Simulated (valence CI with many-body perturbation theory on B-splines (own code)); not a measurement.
The numbers below are computed, except where a source is named.
**Cd XVIII in three bases**

Method: relativistic CI+MBPT: three valence electrons over a frozen Dirac-Fock core [Ar] 3d10, a basis of 9 s, 9 p, 8 d, 6 f, 3 g, 1 h functions for each j, with the one-electron correlation potential Σ1 (screened to all orders), the two-electron term Σ2, the three-electron term Σ3, Breit, model QED; selected single and double excitations, second order for the rest, scaled by the run's own slope (own B-spline code, finite nucleus).

No measured levels were compared; by estimate levels hold to about 250 cm⁻¹ or 0.2 % of their energy and the worst to 1 %, as in measured heavy ions of charge 2 to 7; those with d or f electrons hold less well.

The reference run has the lowest level 4s2 4p 2P°_1/2 and an ionisation energy of 450.543 eV. Its largest variational space holds 9314 state functions.

Names give the largest LS component (configuration and term), which can be under half, so a name can repeat, a term be missing and a line seem to break the LS rules; names also repeat where a configuration has a term twice. Letters in brackets count levels of one name in rising energy.

Changed runs:
A. basis 6 s, 6 p, 5 d, 3 f, 1 g
B. basis 5 s, 5 p, 4 d, 2 f

Excitation energies of the reference run in cm⁻¹, and shifts in cm⁻¹:

| Level | Reference | A | B |
| --- | --- | --- | --- |
| 4s2 4p 2P°_3/2 | 68845 | -9.2 | -10 |
| 4s 4p2 4P_1/2 | 295000 | -102 | -299 |
| 4s 4p2 4P_3/2 | 334534 | -140 | -411 |
| 4s 4p2 4P_5/2 | 358223 | -100 | -274 |
| 4s 4p2 2D_3/2 | 406196 | +34 | +185 |
| 4s 4p2 2D_5/2 | 432964 | -20 | +11 |
| 4s 4p2 2P_1/2 | 440934 | +129 | +494 |
| 4s 4p2 2S_1/2 | 509330 | +150 | +602 |
| 4s 4p2 2P_3/2 | 517326 | +114 | +449 |
| 4s2 4d 2D_3/2 | 637691 | +179 | +840 |
| 4s2 4d 2D_5/2 | 649397 | +173 | +829 |
| 4p3 4S°_3/2 [a] | 733180 | -32 | -67 |
| Ionisation energy (eV) | 450.543 | -0.017 | -0.054 |
